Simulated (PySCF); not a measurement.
Working out the ionisation energy of Cu

Cu [Ar] 3d10 4s1 (2S) → Cu⁺ [Ar] 3d10 (1S). Computed with PySCF 2.14 in aug-cc-pwCVTZ-DK, with scalar relativity by spin-free X2C-1e. Frozen: nothing. Energies in hartree (1 hartree = 27.21139 eV):

| part | Cu (lower) | Cu⁺ (upper) |
| --- | --- | --- |
| UHF | -1653.149675 | -1652.907756 |
| MP2 opposite-spin | -0.860678 | -0.836371 |
| MP2 same-spin | -0.438384 | -0.419927 |

What does Hartree-Fock give?

(-1652.907756) − (-1653.149675) = 0.241919 hartree = 6.583 eV.

What do MP2 and SCS-MP2 (6/5 opposite-spin, 1/3 same-spin) give?

The opposite-spin parts differ by 0.661 eV and the same-spin parts by 0.502 eV. MP2: 6.583 + (0.661) + (0.502) = 7.746 eV. SCS-MP2: 6.583 + 1.2 × (0.661) + (0.502)/3 = 7.544 eV.

Measured between the centres of the two terms (NIST): 7.726 eV, so MP2 (all electrons) is off by 0.020 eV.

What remains against the reference includes basis incompleteness and correlation beyond second order.
